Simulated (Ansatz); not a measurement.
Cost and result for the atomization energy of `F[SiH](S)[O][GaH2]` (9 atoms, 8 bonds).

| atom | x (Å) | y (Å) | z (Å) |
| --- | --- | --- | --- |
| F1 | -1.2260 | -0.1805 | -2.2268 |
| Si2 | -0.0649 | -0.5106 | -1.1968 |
| S3 | 0.5608 | 1.4686 | -0.4425 |
| O4 | -0.5370 | -1.2281 | 0.1360 |
| Ga5 | -0.4715 | 0.0331 | 1.5351 |
| H6 | 1.0273 | -1.1529 | -1.9481 |
| H7 | 1.8021 | 1.0425 | -0.1478 |
| H8 | 0.7547 | -0.1831 | 2.4749 |
| H9 | -1.8455 | 0.7110 | 1.8159 |

Charge 0, multiplicity 1. Correlated methods include outer-core shells of Ga, which these sets cover unevenly. Scalar relativity is left out up to krypton. Geometry: relaxed with PBE0-D4/def2-TZVP. It is one conformer, not always the lowest. Program: Ansatz. All runs use 4 threads of an Intel Xeon 6975P-C on a shared host. Times are those of one run each, without the atoms' runs, and a repeat can differ threefold. Electronic energies, without spin–orbit coupling; frozen cores. CCSD(T)/CBS adds CCSD(T) − MP2 in def2-TZVPP to the MP2 limit, and its time is that of the two runs behind it. T1 = 0.013. With those shells the extrapolation isn't a true limit. B3LYP takes the VWN-RPA correlation (the form of Gaussian; ORCA's B3LYP/G). HSE06 is the plane-wave form, built on full-range PBE exchange.

CCSD(T)/CBS is a level of theory with its own doubt, some kJ/mol a heavy atom from the limit and from the frozen cores, so smaller differences don't rank the functionals.

```tsv
level	functions	wall time	atomization (kJ/mol)	difference from CCSD(T)/CBS	per bond
LDA (SPW92)/def2-TZVPP	250	0.8 s	3443.5	409.8	51.2
revPBE-D4/def2-TZVPP	250	1.1 s	2938.3	-95.4	-11.9
HSE06-D4/def2-TZVPP	250	2.4 s	2967.6	-66.1	-8.3
CAM-B3LYP-D4/def2-TZVPP	250	2.5 s	3004.0	-29.7	-3.7
r2SCAN-D4/def2-TZVPP (with forces)	250	2.8 s	3030.1	-3.6	-0.5
B3LYP-D4/def2-TZVPP (with forces)	250	3.1 s	2971.3	-62.4	-7.8
r2SCANh-D4/def2-TZVPP	250	3.2 s	3004.0	-29.7	-3.7
B2PLYP/def2-TZVPP	250	3.6 s	2959.3	-74.4	-9.3
CCSD(T)/def2-SVP	116	3.8 s	2764.4	-269.3	-33.7
ωB97M-V/def2-TZVPP (with forces)	250	7 s	3018.3	-15.4	-1.9
MP2/def2-QZVPP	463	14 s	3074.4	40.7	5.1
CCSD(T)/def2-TZVPP	250	54 s	2949.5	-84.2	-10.5
CCSD(T)/CBS(def2)	–	68 s	3033.7	0.0	0.0
```

At CCSD(T), def2-SVP lies −269.4 kJ/mol from the extrapolated value and def2-TZVPP −84.2 kJ/mol: correlation converges slowly with the basis, and small sets miss more of it in the bonded molecule than in its fragments. Leaving LDA and LC-ωPBE aside and taking each functional with its dispersion term where it has one, the values, not all of them listed here, spread over 141.9 kJ/mol, from BHLYP-D4 to B97M-V. LDA lies +452.8 kJ/mol from PBE without D4, its usual overbinding. From r2SCAN to r2SCAN0 (25 % exact exchange), in def2-TZVPP and without D4, the atomization energy moves by −64.3 kJ/mol: exact exchange takes away binding that semilocal exchange gives to molecules.
